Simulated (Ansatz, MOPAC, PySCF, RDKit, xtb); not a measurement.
Dimer: CH4O (SMILES CO) (first 6 atoms) with CH2O2 (SMILES O=CO); geometry from B3LYP-D3(BJ)/def2-TZVP, rigid monomers moved along the line of their centres of mass till O2···H11 is 2.98 Å.
(charge 0, multiplicity 1):
```csv
atom,x (Å),y (Å),z (Å)
C,-0.1896,-0.3503,0.1830
O,0.4893,-0.8055,1.3522
H,-0.9040,0.4454,0.4141
H,-0.7288,-1.2018,-0.2278
H,0.5196,0.0110,-0.5655
H,0.9374,-0.0547,1.7799
O,0.7559,1.1703,4.9119
C,-0.0545,0.5361,5.5492
O,-0.7103,-0.5316,5.1237
H,-0.3385,0.7896,6.5783
H,-0.4219,-0.7229,4.1875
```

```csv
level,interaction energy (kcal/mol),cost
MMFF94,-2.83,-
UFF,-0.51,-
GFN-FF,-2.82,-
AM1,-1.44,-
PM3,-1.41,-
PM6,-1.98,-
PM7,-3.68,-
GFN1-xTB,-2.65,-
GFN2-xTB,-3.00,-
HF/STO-3G (no counterpoise),-1.29,-
HF/3-21G (no counterpoise),-3.89,-
HF/6-31G*,-3.08,-
HF/6-31G* (no counterpoise),-3.85,-
HF/aug-cc-pVDZ,-3.01,-
PBE/def2-TZVPPD,-3.12,×1
PBE-D3(BJ)/def2-TZVPPD,-3.53,×1
PBE-D4/def2-TZVPPD,-3.51,×1
BP86/6-31G* (no counterpoise),-3.75,-
r2SCAN/def2-TZVPPD,-3.21,×1
r2SCAN-D3(BJ)/def2-TZVPPD,-3.45,×1
r2SCAN-D4/def2-TZVPPD,-3.43,×1
B3LYP/3-21G (no counterpoise),-3.99,-
B3LYP/6-31G*,-2.93,-
B3LYP/6-31G* (no counterpoise),-4.08,-
B3LYP/6-311+G** (no counterpoise),-3.16,-
B3LYP/def2-TZVPPD,-2.80,×1
B3LYP-D3(BJ)/def2-TZVPPD,-3.37,×1
B3LYP-D4/def2-TZVPPD,-3.32,×1
PBE0/def2-TZVPPD,-3.07,×1
PBE0-D3(BJ)/def2-TZVPPD,-3.48,×1
PBE0-D4/def2-TZVPPD,-3.46,×1
M06-2X/6-31G* (no counterpoise),-4.13,-
wB97X-V/def2-TZVPPD,-3.42,×3
wB97M-V/def2-TZVPPD,-3.33,×3
MP2/6-31G*,-3.10,-
MP2/6-31G* (no counterpoise),-4.32,-
MP2/aug-cc-pVDZ,-3.24,-
SCS-MP2/aug-cc-pVDZ,-3.09,-
CCSD/aug-cc-pVDZ,-3.18,-
CCSD(T)/aug-cc-pVDZ,-3.25,×20
```

The rows run from -4.32 (MP2/6-31G* (no counterpoise)) to -0.51 kcal/mol (UFF). In aug-cc-pVDZ the value moves HF -3.01, MP2 -3.24, CCSD -3.18, CCSD(T) -3.25, a shift of -0.24 from HF to CCSD(T). The dispersion term adds -0.41 in PBE-D3(BJ), -0.39 in PBE-D4, -0.23 in r2SCAN-D3(BJ). The 6 functionals in def2-TZVPPD without D3 or D4 span 0.62, from wB97X-V to B3LYP.

Interaction energies are E(AB) − E(A) − E(B) at the monomers' geometry in the complex; basis-set methods are counterpoise corrected. Rows marked so take none. RDKit's UFF carries no charges.

Cores are frozen in the correlated methods. Rows in 3-21G, 6-311+G**, 6-31G*, STO-3G carry no dispersion term and start afresh at each structure (6-31G* with six Cartesian d functions). MP2/6-31G* freezes PySCF's default core. The state that AM1, PM3, PM6, PM7 reach isn't checked; PM7 holds dispersion and hydrogen-bond terms.

Run with Ansatz (Gaussian orbitals); MOPAC for AM1, PM3, PM6, PM7 (differences of heats of formation); PySCF for 3-21G rows, 6-311+G** rows, 6-31G* rows, STO-3G rows, the dispersion terms; RDKit for the force fields; xtb for the GFN methods. Values without a source in brackets are computed.

Costs are rough ratios of core time to PBE/def2-TZVPPD (about 13 s over the structures, on one shared machine); a dash marks a level with no comparable run of its own.

Ansatz is a first-principles code.
